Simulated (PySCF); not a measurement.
F2GaHO, SMILES [OH][Ga]([F])[F]. Geometry optimised at PBE0-D3(BJ)/def2-SVP. The values are those of a single conformer.

Question: Give the equilibrium geometry at PBE0-D3(BJ)/def2-SVP (PySCF confirms it by a frequency run) as bond lengths and angles, and its point group. (An estimate is asked for; the answer gives what the named calculation found.)

Answer: One answer among several that fit: point group Cs.
Atoms: Ga1 F2 F3 O4 H5. Bonded distances (Å): Ga1–F2 1.739, Ga1–F3 1.731, Ga1–O4 1.758, O4–H5 0.964. Bond angles (°): F2–Ga1–F3 117.3, F2–Ga1–O4 121.8, F3–Ga1–O4 120.9, Ga1–O4–H5 113.0.
Charge 0, spin multiplicity 1.
